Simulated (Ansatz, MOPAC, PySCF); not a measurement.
Noncovalent pair: CH3F (SMILES CF) (first 5 atoms) with H2Se (SMILES [SeH2]); geometry from B3LYP-D3(BJ)/def2-TZVP, rigid monomers moved along the line of their centres of mass till F2···Se6 is 2.95 Å.
(charge 0, multiplicity 1):
```xyz
8

C     -0.2437    -0.0948    -0.4001
F      0.2533    -1.2218     0.2529
H      0.4933     0.2345    -1.1332
H     -1.1765    -0.3645    -0.8961
H     -0.4196     0.6841     0.3418
Se    -0.2396    -0.4206     3.0536
H      0.3244     0.2545     4.2329
H      1.0962    -0.6941     2.5099
```

Interaction energies are E(AB) − E(A) − E(B) at the monomers' geometry in the complex; basis-set methods are counterpoise corrected.

The state that PM6 reach isn't checked.

Run with Ansatz (Gaussian orbitals); MOPAC for PM6 (differences of heats of formation); PySCF for the dispersion terms. 

Task: One of these levels gives -1.11 kcal/mol for the interaction energy. Which one is it?
A. HF/aug-cc-pVDZ
B. PM6
C. PBE-D3(BJ)/def2-TZVPPD

Result: C, PBE-D3(BJ)/def2-TZVPPD. The others give 2.72 (PM6), 1.82 (HF/aug-cc-pVDZ)

Ansatz is a first-principles code.
